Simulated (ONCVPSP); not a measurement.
# Ranking ONCV potentials for silicon

All share these settings but for the change named:

| Quantity | Value |
| --- | --- |
| Element | silicon |
| Generator | ONCVPSP 4.0.1 |
| Type | optimised norm-conserving Vanderbilt (ONCV) |
| Functional | PBE |
| Relativity | scalar-relativistic |
| Frozen core | [Ne] |
| Valence charge | 4 |
| Reference configuration | 3s2 3p2 |
| Partial waves | 3s: rc 1.70 bohr, ncon 5, nbas 9, qcut 3 1/bohr, local; 3p: rc 2.15 bohr, ncon 4, nbas 9, qcut 4.1 1/bohr, 2 projectors, debl 0.3 Ha |
| Local potential | the s channel |
| Core correction | Teter function, fcfact 1.75, rcfact 1.2 |

Cutoff: the first of the cutoffs (Ha) at which the residual kinetic energy of the hardest occupied pseudo-wave falls to 1 and 0.1 mHa per electron; the density cutoff is not measured.

The base gives 18 Ha.

Of 7 variants that were run, those that failed, showed a ghost or another fault, or gave nearly equal values are left out.

A variant can come out equal or close to the base.

Rank these variants from softest to hardest (loose cutoff).
A. s: qcut 1.8
B. s: ncon 3, nbas 7
C. s: rc 1.68

C (17 Ha), B (23 Ha), A (52 Ha).
